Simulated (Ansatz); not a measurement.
C2H6AlFOSi, SMILES `C=C([SiH3])[O][AlH][F]` from Hartree–Fock to CCSD(T)

```xyz
12

C    -1.538    1.190    0.595
C    -0.528    0.414    0.206
Si   -0.571   -1.452    0.418
O     0.576    0.960   -0.362
Al    2.077    0.622   -1.037
F     2.946    1.916   -1.548
H    -1.503    2.268    0.468
H    -2.417    0.753    1.049
H     0.584   -1.885    1.251
H    -0.435   -2.109   -0.910
H    -1.846   -1.855    1.061
H     2.656   -0.822   -1.192
```

The species carries charge 0 and has multiplicity 1. Geometry: relaxed with PBE0-D4/def2-TZVP. It is one conformer, not always the lowest. Frozen core, restricted reference, Ansatz 0.2.0. CBS rows extrapolate triple and quadruple zeta; past MP2 they add the triple-zeta difference.

```json
{"basis": "def2-TZVPP", "HF (Eh)": "-784.60867", "MP2 corr.": "-1.00479"}
{"basis": "def2-QZVPP", "HF (Eh)": "-784.63748", "MP2 corr.": "-1.08427"}
```

Problem. Estimate the CCSD correlation energy and the (T) correction in each basis where they were run (hartree).

Solution. 
```
     basis  CCSD corr.       (T)
def2-TZVPP    -1.04663  -0.03956
 CBS(def2)    -1.18497     as TZ
```
